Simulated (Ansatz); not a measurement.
`C/C(Cl)=C(\F)[SiH3]` + `N=C([SiH3])S` → `N=C([SiH3])S[SiH3]` + `C/C(Cl)=C/F`  (ligand exchange at the Si–C bond)

Calculated with Ansatz (gas phase, PBE0-D4/def2-TZVP geometries, no zero-point term in ΔE). CCSD(T)/CBS is the MP2 limit (def2-TZVPP, def2-QZVPP) plus CCSD(T) − MP2 in def2-TZVPP, frozen cores. This one scheme is used for every species. Double bonds are as drawn, so ΔE can hold a change between cis and trans. Functionals use def2-TZVPP. B3LYP here is the variant with VWN-RPA as its local correlation; programs differ in this. One conformer a species, not always the lowest.

`C/C(Cl)=C(\F)[SiH3]`:

Z-matrix (Å, degrees):
```
C
C 1 1.482
H 1 1.089 2 110.2
H 1 1.093 2 110.5 3 -120.6
H 1 1.093 2 110.5 3 120.6
Cl 2 1.731 1 116.1 3 -180.0
C 2 1.332 1 127.1 3 0.0
F 7 1.355 2 117.4 1 0.0
Si 7 1.881 2 126.7 1 -180.0
H 9 1.484 7 110.4 2 -60.8
H 9 1.483 7 106.5 2 179.8
H 9 1.484 7 110.4 2 60.4
```

`N=C([SiH3])S`:

```xyz
9

N     0.499    1.265   -1.247
C    -0.031    0.664   -0.267
Si    0.387   -1.162    0.011
S    -1.108    1.466    0.898
H     0.239    2.252   -1.314
H     1.256   -1.263    1.212
H     1.070   -1.698   -1.187
H    -0.874   -1.900    0.284
H    -1.437    0.377    1.611
```

`N=C([SiH3])S[SiH3]`:

Cartesian coordinates in Å:
```
N 1.280 0.377 -2.170
C 0.728 0.160 -1.052
Si -0.155 1.618 -0.227
S 0.879 -1.437 -0.249
Si -0.603 -1.508 1.299
H 1.760 -0.443 -2.551
H 0.609 2.020 0.981
H -1.513 1.185 0.197
H -0.241 2.726 -1.203
H -0.325 -2.807 1.959
H -1.982 -1.495 0.752
H -0.438 -0.395 2.266
```

`C/C(Cl)=C/F`:

```xyz
9

C     0.122    1.006   -0.578
C    -0.409   -0.228    0.056
Cl   -2.101   -0.507   -0.111
C     0.344   -1.091    0.720
F    -0.135   -2.194    1.286
H     1.198    1.087   -0.413
H    -0.363    1.892   -0.161
H    -0.067    0.999   -1.654
H     1.411   -0.963    0.855
```

Question: Is it downhill or uphill in electronic energy at CCSD(T)/CBS, and by how much? (Best estimate.)

Answer: The calculation gave: Downhill: ΔE = -52.1 kJ/mol.

Question: What do these levels give: r2SCAN, PBE0, B3LYP, MP2/def2-TZVPP, CCSD/def2-TZVPP, CCSD/CBS(def2)? (Estimate.)

Answer: Computed: r2SCAN -52.1, PBE0 -54.0, B3LYP -48.8, MP2/def2-TZVPP -53.6, CCSD/def2-TZVPP -50.9, CCSD/CBS(def2) -52.2 kJ/mol.

Largest T1 diagnostic among the species: 0.014.
